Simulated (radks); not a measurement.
Spherical quantum dot in the effective-mass picture: electrons in a parabolic well V = omega^2 r^2 / 2 with omega = 3.97, all in effective atomic units (hartree* = m*/eps^2 hartree, bohr* = eps/m* bohr), one dielectric constant everywhere. Method: non-relativistic Kohn-Sham, PBE, spin-polarised, spherical densities; computed with a radial shooting solver with Libxc functionals. Levels are named by radial order and angular momentum (1s, 1p, 1d, 2s, ...), and open shells are averaged over m. Each electron was tried in the lowest free levels, single moves between levels near the top were tried too, and the lowest total energy was kept; such a search can miss a lower state. At N = 1 the Hartree and exchange-correlation terms need not cancel, so that row can carry a self-interaction error.

N	open shells	2S	E (hartree*)	mu = E(N) - E(N-1) (hartree*)	addition energy mu(N+1) - mu(N) (hartree*)	e(HOMO) (hartree*)	rms radius (bohr*)
1	1s(up 1, down 0)	1	5.97764	5.9776	1.518	6.5488	0.6155
2	none	0	13.4728	7.4951	4.728	8.0489	0.6356
3	1p(up 1, down 0)	1	25.6964	12.224	0.9722	12.701	0.7103
4	1p(up 2, down 0)	2	38.8921	13.196	0.9996	13.694	0.7503
5	1p(up 3, down 0)	3	53.0875	14.195	1.313	14.697	0.7777
6	1p(up 3, down 1)	2	68.5958	15.508	0.9205	15.962	0.8002
7	1p(up 3, down 2)	1	85.0247	16.429	0.9445	16.899	0.8188
8	none	0	102.398	17.373	4.141	17.848	0.8349
9	1d(up 1, down 0)	1	123.912	21.514	0.8193	21.923	0.8638
10	1d(up 2, down 0)	2	146.246	22.334	0.8225	22.745	0.8879
11	1d(up 3, down 0)	3	169.402	23.156	0.8220	23.567	0.9086
12	1d(up 4, down 0)	4	193.380	23.978	0.8195	24.388	0.9268
13	1d(up 5, down 0)	5	218.177	24.797	1.067	25.206	0.9431
14	1d(up 5, down 1)	4	244.042	25.865	0.7786	26.253	0.9583
15	1d(up 5, down 2)	3	270.686	26.644	0.7818	27.034	0.9723
16	1d(up 5, down 3)	2	298.111	27.425	0.7820	27.817	0.9852
17	1d(up 5, down 4)	1	326.319	28.207	0.7802	28.598	0.9973
18	none	0	355.306	28.988	1.042	29.377	1.009
19	2s(up 1, down 0)	1	385.336	30.030	0.8951	30.426	1.020
20	none	0	416.261	30.925	3.236	31.314	1.031
21	1f(up 1, down 0)	1	450.421	34.161	0.7002	34.511	1.045
22	1f(up 2, down 0)	2	485.282	34.861	0.6990	35.210	1.059
23	1f(up 3, down 0)	3	520.842	35.560	0.6972	35.909	1.072
24	1f(up 4, down 0)	4	557.098	36.257	0.6950	36.605	1.084
25	1f(up 5, down 0)	5	594.050	36.952	0.6926	37.299	1.095
26	1f(up 6, down 0)	6	631.695	37.645	0.6900	37.990	1.106
27	1f(up 7, down 0)	7	670.029	38.335	0.8838	38.679	1.117
28	1f(up 7, down 1)	6	709.248	39.218	0.6703	39.554	1.127
29	1f(up 7, down 2)	5	749.136	39.889	0.6695	40.224	1.137
30	1f(up 7, down 3)	4	789.694	40.558	0.6681	40.892	1.146
31	1f(up 7, down 4)	3	830.921	41.226	-	41.560	1.155

All shells are closed at N = 2, 8, 18, 20 (there: 1s2 1p6 1d10 2s2); the second difference of the energy has clear peaks (12 % above both neighbours; the first and last values, which can be the largest, are not judged, and half-filled shells can peak too) at N = 2, 5, 8, 13, 18, 20, 27.
